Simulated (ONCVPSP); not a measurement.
PBEsol ONCV dataset for Ni, scalar-relativistic all-electron reference.

ONCVPSP 4.0.1 input, shortened (lines: element, Z, core and valence counts, functional; n l f; lmax; l rc ep ncon nbas qcut; lloc lpopt rc5 dvloc0; l nproj debl; icmod fcfact rcfact), PBEsol, scalar-relativistic:

```
  Ni 28.00    4    4  -116133      upf
    1    0    2.00
    2    0    2.00
    2    1    6.00
    3    0    2.00
    3    1    6.00
    3    2    8.00
    4    0    1.50
    4    1    0.50
    2
    0    1.75    0.00    5    8    4.30
    1    1.30    0.00    3    6   10.40
    2    1.40    0.00    4    9   11.20
    4    4    1.20    0.00
    0    2    2.70
    1    2    3.20
    2    2    1.30
    0    0.00    0.00
```

All-electron outer shells of the reference configuration (PBEsol, scalar-relativistic, ld1.x):

| shell | level (eV) | outermost node (bohr) | outermost maximum (bohr) |
| --- | --- | --- | --- |
| 2p | -845.16 | – | 0.16 |
| 3s | -111.81 | 0.30 | 0.64 |
| 3p | -72.30 | 0.27 | 0.65 |
| 3d | -9.91 | – | 0.63 |
| 4s | -6.32 | 0.92 | 2.21 |
| 4p | -1.69 | 1.00 | 3.06 |

Results:

```
Cutoffs needed           : 51 Ha and 56 Ha (the cutoffs (Ha) at which the residual kinetic energy of the hardest occupied pseudo-wave falls to 1 and 0.1 mHa per electron)
Ghost test               : ghosts flagged at negative energy: s at -206.7 eV; no localised positive-energy state flagged; a true bound ghost makes a file unfit for plane-wave use
Largest excitation error : -26 meV (all-electron minus pseudo) for 3p6 3d9 4s0 4p0, out of 4 test configurations
```

Generation and tests took about 4.1 s on one core of a shared server CPU.
